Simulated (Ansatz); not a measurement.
One change: `[F][In]([Cl])[GeH3]` becomes `F[B](Cl)[GeH3]`.

Ansatz, PBE0-D4/def2-TZVP geometries, multiplicity 1. 

Elements past krypton have def2 core potentials. Scalar relativity is left out up to krypton.

```
                               property  `[F][In]([Cl])[GeH3]`
    LUMO energy (B3LYP/def2-TZVPP) / eV                  -2.21
    HOMO energy (B3LYP/def2-TZVPP) / eV                  -8.25
     LUMO energy (PBE0/def2-TZVPP) / eV                  -1.96
  HOMO energy (ωB97M-V/def2-TZVPP) / eV                 -10.52
     HOMO energy (PBE0/def2-TZVPP) / eV                  -8.48
HOMO–LUMO gap (ωB97M-V/def2-TZVPP) / eV                  10.15
```

**Question.** Give the same properties after the change, and the shifts. (Estimate.)

**Answer.** The calculation gave: 
```json
{"property": "LUMO energy (B3LYP/def2-TZVPP) / eV", "`F[B](Cl)[GeH3]`": "-1.77", "shift": "0.44"}
{"property": "HOMO energy (B3LYP/def2-TZVPP) / eV", "`F[B](Cl)[GeH3]`": "-8.37", "shift": "-0.12"}
{"property": "LUMO energy (PBE0/def2-TZVPP) / eV", "`F[B](Cl)[GeH3]`": "-1.58", "shift": "0.38"}
{"property": "HOMO energy (ωB97M-V/def2-TZVPP) / eV", "`F[B](Cl)[GeH3]`": "-10.71", "shift": "-0.19"}
{"property": "HOMO energy (PBE0/def2-TZVPP) / eV", "`F[B](Cl)[GeH3]`": "-8.58", "shift": "-0.10"}
{"property": "HOMO–LUMO gap (ωB97M-V/def2-TZVPP) / eV", "`F[B](Cl)[GeH3]`": "11.21", "shift": "1.06"}
```

With PBE0 the HOMO falls by 0.10 eV and the LUMO rises by 0.38 eV, so the gap widens by about 0.48 eV. PBE moves the HOMO by -0.05 eV and ωB97M-V by -0.19 eV.

B3LYP here is the variant with VWN-RPA as its local correlation; programs differ in this.
